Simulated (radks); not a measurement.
Spin polarisation of the 4p2 shell in As+. Start: [Ar] 3d10 4s2 4p(up 1, down 1); electrons of 4p are moved from spin down to spin up, other shells keep equal spins. Calculated with a radial shooting solver on a logarithmic mesh with Libxc functionals: non-relativistic Kohn-Sham, PBE, spin-polarised, spherical densities, point nucleus.

| moment (Bohr magnetons) | E - E(0) (eV) | e(4p up) (eV) | e(4p down) (eV) | 4s down minus up (eV) | 3d down minus up (eV) | 3p down minus up (eV) |
|---|---|---|---|---|---|---|
| 0 | 0.000 | -13.360 | -13.360 | 0.000 | 0.000 | 0.000 |
| 0.5 | -0.058 | -13.581 | -13.113 | 0.463 | 0.053 | 0.034 |
| 1 | -0.234 | -13.776 | -12.836 | 0.929 | 0.106 | 0.069 |
| 1.5 | -0.529 | -13.948 | -12.529 | 1.402 | 0.160 | 0.103 |
| 2 | -0.945 | -14.096 | -12.187 | 1.880 | 0.215 | 0.138 |

At moment 2 the spin-polarisation energy is -0.945 eV and the 4p exchange splitting 1.909 eV, that is 0.954 eV per Bohr magneton; E = -I m^2/4 would give I = 0.945 eV.
